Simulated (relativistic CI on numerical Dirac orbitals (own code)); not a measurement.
Electric-dipole lines of Tc36+

Calculated at this level of theory: Dirac-Coulomb-Breit CI, separate exchange-only KLI orbitals for each configuration, a model potential for QED, unscaled Slater integrals (own radial code, finite nucleus).

CI space (outside the closed core 1s2): 2s²2p³, 2s2p⁴, 2p⁵, 2p⁴3s, 2p⁴3p, 2p⁴3d, 2s²2p²3s, 2s²2p²3p, 2s²2p²3d, 2s2p³3s, 2s2p³3p, 2s2p³3d, 2s²2p²4s, 2s²2p²4p, 2s²2p²4d, 2s²2p²4f. Levels of other configurations are missing.

| λ vac (Å) | Lower | Upper | A (s⁻¹) | gf | Branching (%) |
| --- | --- | --- | --- | --- | --- |
| 3.9268 | 2s²2p³ ²D°5/2 [3] | 2s2p³3p ²D5/2 [130] | 5.77e+13 | 8.00e-01 | 98.2 |
| 4.0231 | 2s²2p³ ⁴S°3/2 [2] | 2s²2p²3d ²D5/2 [88] | 6.80e+13 | 9.89e-01 | 45.8 |
| 4.0238 | 2s²2p³ ⁴S°3/2 [2] | 2s²2p²3d ²D3/2 [86] | 1.13e+14 | 1.10e+00 | 76.6 |
| 4.0252 | 2s²2p³ ²P°1/2 [4] | 2s²2p²3d ²D3/2 [104] | 1.23e+14 | 1.19e+00 | 60.8 |
| 4.0293 | 2s²2p³ ²P°3/2 [1] | 2s²2p²3d ⁴P1/2 [51] | 1.77e+14 | 8.60e-01 | 89.0 |
| 4.0331 | 2s²2p³ ²P°3/2 [1] | 2s²2p²3d ⁴P3/2 [50] | 1.53e+14 | 1.49e+00 | 72.4 |
| 4.0343 | 2s²2p³ ²P°3/2 [1] | 2s²2p²3d ⁴D5/2 [48] | 8.79e+13 | 1.29e+00 | 52.5 |
| 4.0393 | 2s²2p³ ²D°5/2 [3] | 2s²2p²3d ²F7/2 [91] | 1.69e+14 | 3.31e+00 | 100.0 |
| 4.0448 | 2s²2p³ ²D°5/2 [3] | 2s²2p²3d ²D5/2 [88] | 7.92e+13 | 1.17e+00 | 53.4 |
| 4.0462 | 2s²2p³ ²P°3/2 [1] | 2s²2p²3d ²F5/2 [45] | 8.74e+13 | 1.29e+00 | 64.2 |
| 4.0495 | 2s2p⁴ ⁴P5/2 [6] | 2s2p³3d ⁴P°3/2 [157] | 1.76e+14 | 1.73e+00 | 89.2 |
| 4.0510 | 2s2p⁴ ⁴P3/2 [8] | 2s2p³3d ²D°5/2 [178] | 1.67e+14 | 2.46e+00 | 86.4 |
| 4.0528 | 2s2p⁴ ⁴P5/2 [6] | 2s2p³3d ⁴D°5/2 [155] | 1.52e+14 | 2.25e+00 | 82.2 |
| 4.0582 | 2s2p⁴ ⁴P5/2 [6] | 2s2p³3d ⁴D°7/2 [152] | 1.37e+14 | 2.71e+00 | 99.0 |
| 4.1707 | 2s²2p³ ⁴S°3/2 [2] | 2s²2p²3d ²D5/2 [52] | 1.39e+14 | 2.18e+00 | 63.2 |
| 4.1711 | 2s²2p³ ²P°3/2 [5] | 2s²2p²3d ²D5/2 [108] | 1.59e+14 | 2.49e+00 | 96.7 |
| 4.1877 | 2s2p⁴ ²D5/2 [10] | 2s2p³3d ²F°7/2 [183] | 9.41e+13 | 1.98e+00 | 98.9 |
| 4.1896 | 2s²2p³ ²D°5/2 [3] | 2s²2p²3d ²F7/2 [53] | 2.03e+14 | 4.28e+00 | 100.0 |
| 4.1940 | 2s²2p³ ²D°5/2 [3] | 2s²2p²3d ²D5/2 [52] | 5.67e+13 | 8.97e-01 | 25.7 |
| 4.1943 | 2s²2p³ ²P°3/2 [5] | 2s²2p²3d ²D5/2 [100] | 1.45e+14 | 2.30e+00 | 94.2 |
| 4.1997 | 2s²2p³ ²P°3/2 [5] | 2s²2p²3d ²P3/2 [99] | 1.38e+14 | 1.46e+00 | 80.8 |
| 4.2006 | 2s²2p³ ²P°3/2 [1] | 2s²2p²3d ²D5/2 [24] | 1.08e+14 | 1.71e+00 | 99.3 |
| 4.2057 | 2s2p⁴ ²P1/2 [11] | 2s2p³3d ²D°3/2 [192] | 1.73e+14 | 1.84e+00 | 68.5 |
| 4.2150 | 2s2p⁴ ⁴P5/2 [6] | 2s2p³3d ⁴D°7/2 [98] | 1.54e+14 | 3.28e+00 | 99.8 |
| 4.2176 | 2s2p⁴ ²P3/2 [12] | 2s2p³3d ²D°5/2 [193] | 2.10e+14 | 3.36e+00 | 96.1 |
| 4.2192 | 2s²2p³ ²P°1/2 [4] | 2s²2p²3d ²D3/2 [54] | 1.27e+14 | 1.35e+00 | 87.4 |
| 4.2266 | 2s2p⁴ ⁴P3/2 [8] | 2s2p³3d ²F°5/2 [119] | 1.53e+14 | 2.45e+00 | 98.4 |
| 4.2390 | 2s2p⁴ ²D5/2 [10] | 2s2p³3d ²D°5/2 [164] | 8.91e+13 | 1.44e+00 | 81.9 |
| 4.2421 | 2s2p⁴ ²D5/2 [10] | 2s2p³3d ²F°7/2 [163] | 8.37e+13 | 1.81e+00 | 85.9 |
| 4.2474 | 2s2p⁴ ⁴P3/2 [9] | 2s2p³3d ⁴P°5/2 [147] | 1.06e+14 | 1.72e+00 | 78.8 |

Terms are leading LS components. Brackets give the number of a level in order of energy, since labels repeat. The list gives strong lines, with weight on those to low levels, without lines whose two gauges differ by over a factor of 2.5, among the lowest 200 of 359 levels, so that lines to higher ones, which can be the strongest, are missing. Levels whose partners in the same complex of configurations lie outside the list can be far off, and so can their lines. Rates are taken at the computed energies, electric ones in the length gauge.

At this charge energies of transitions that change n are usually good to better than 1 %, and those within a shell (Δn = 0) to a few per cent.

LS names give the leading component of a level, which can be under half, so a name can repeat, a term be missing and a line seem to break the LS rules.
